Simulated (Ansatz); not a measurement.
Consider the hydrogen abstraction from a C–H bond: `C[CH2][GeH3]` + `[CH3]`• → `[CH2][CH2][GeH3]`• + CH₄.

Computed with Ansatz on PBE0-D4/def2-TZVP structures; ΔE is electronic, products minus reactants. CBS: MP2 limit from def2 TZ/QZ plus the TZ coupled-cluster correction, frozen cores. This one scheme is used for every species. DFT in def2-TZVPP. HSE06 is defined as in plane-wave codes. Open shells (•) are unrestricted, without spin–orbit coupling. For Ge outer-core shells are correlated without core-valence functions, which leaves a few kJ/mol of doubt a bond. Scalar relativity is left out up to krypton.

```json
{"level": "r2SCANh-D4", "ΔE (kJ/mol)": "-30.9"}
{"level": "CAM-B3LYP-D4", "ΔE (kJ/mol)": "-30.7"}
{"level": "ωB97X-V", "ΔE (kJ/mol)": "-29.5"}
{"level": "PBE-QIDH", "ΔE (kJ/mol)": "-27.0"}
{"level": "HSE06", "ΔE (kJ/mol)": "-32.6"}
{"level": "HF/def2-SVP", "ΔE (kJ/mol)": "-17.9"}
{"level": "HF/def2-QZVPP", "ΔE (kJ/mol)": "-17.9"}
{"level": "CCSD/CBS(def2)", "ΔE (kJ/mol)": "-24.8"}
```

Task: What does CCSD(T)/CBS give? (Best estimate.)

Result: Computed: -26.0 kJ/mol. The listed levels differ from it by -4.9, -4.7, -3.5, -1.0, -6.6, 8.1, 8.1, 1.2 kJ/mol.

Largest T1 diagnostic among the species: 0.013.

Leaving LDA and LC-ωPBE aside and taking each functional with its dispersion term where it has one, the values, not all of them listed here, spread over 10.2 kJ/mol, from PBE-D4 to PBE-QIDH. LDA lies −6.3 kJ/mol from PBE without D4. From PBE to PBE0 (25 % exact exchange), in def2-TZVPP and without D4, ΔE moves by +5.4 kJ/mol. In def2-TZVPP, CCSD(T) changes the Hartree–Fock value by −7.1 kJ/mol (the triples alone add −1.2 kJ/mol) and MP2 by −5.1 kJ/mol.
